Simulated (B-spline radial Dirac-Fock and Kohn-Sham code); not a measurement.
**Ta³⁺ 4f7/2: cross section and angular parameters**

System: Ta³⁺, [Xe] 4f14 5d2; threshold 63.67 eV (orbital energy of the model). Level of theory: Dirac-Hartree-Slater photoionisation with a Latter tail; cross sections with all multipoles, angular parameters from the dipole term and its interference with E2; a B-spline atomic structure program.

The run's input, task.json:

```json
{"items": [{
  "Z": 73,
  "q": 3,
  "cfg": [[1, 0, 2], [2, 0, 2], [2, 1, 6], [3, 0, 2], [3, 1, 6], [3, 2, 10], [4, 0, 2], [4, 1, 6], [4, 2, 10], [4, 3, 14], [5, 0, 2], [5, 1, 6], [5, 2, 2]],
  "A": 181,
  "rrms": 5.3507,
  "do": "xps",
  "hv": [61.9, 100, 151.0, 167.0, 182.0, 300, 308.0, 422.0, 597.0, 878.0, 889.0, 1050.0, 1253.6, 1400.0, 1520.0, 1580.0, 1870.0, 1980.0, 2080.0, 2850.0, 2900.0, 2984.4, 3670.0, 4540.0, 4740.0, 5414.7, 6000, 6320.0, 8047.8, 15000]
}]}
```

Launch: `python xray2_run.py task.json out`

For linearly polarised light dσ/dΩ = σ/(4π) [1 + β P₂(cos θ) + (δ + γ cos²θ) sin θ cos φ], with θ from the polarisation vector and φ the angle between the beam and the projection of the electron momentum on the plane normal to the polarisation.

```
hν (eV)   σ (kb)      β      γ      δ
    100     2480  0.642  0.007  0.008
    151     3790  0.312  0.001  0.014
    167     3860  0.308  0.001  0.016
    182     3850  0.317  0.002  0.017
    300     2850  0.493  0.007  0.024
    308     2760  0.505  0.007  0.025
    422     1750  0.665  0.017  0.032
    597      861  0.831  0.042  0.042
    878      323  0.972  0.109  0.058
    889      312  0.976  0.112  0.059
   1050      193  1.016  0.161  0.068
 1253.6      113  1.043  0.228  0.079
   1400     79.9  1.053  0.277  0.087
   1520     61.2  1.056  0.318  0.093
   1580        ?      ?      ?      ?
   1870     30.7  1.051  0.433  0.111
   1980     25.2  1.046  0.468  0.117
   2080     21.2  1.041  0.498  0.122
   2850     6.85  0.988  0.707  0.161
   2900     6.42  0.984  0.719  0.163
 2984.4     5.77  0.977  0.739  0.167
   3670     2.64  0.925  0.882  0.201
   4540     1.15  0.864  1.028  0.243
   4740    0.970  0.851  1.057  0.253
 5414.7    0.568  0.811  1.146  0.285
   6000    0.374  0.780  1.212  0.313
   6320    0.302  0.764  1.245  0.327
 8047.8    0.109  0.691  1.394  0.405
  15000  0.00704  0.510  1.713  0.679
```

Q: Give the values at 1580 eV.

A: σ = 53.9 kb, β = 1.057, γ = 0.338, δ = 0.097.

Values without a named source are computed, but for edge energies of neutral atoms, which are taken from tables.
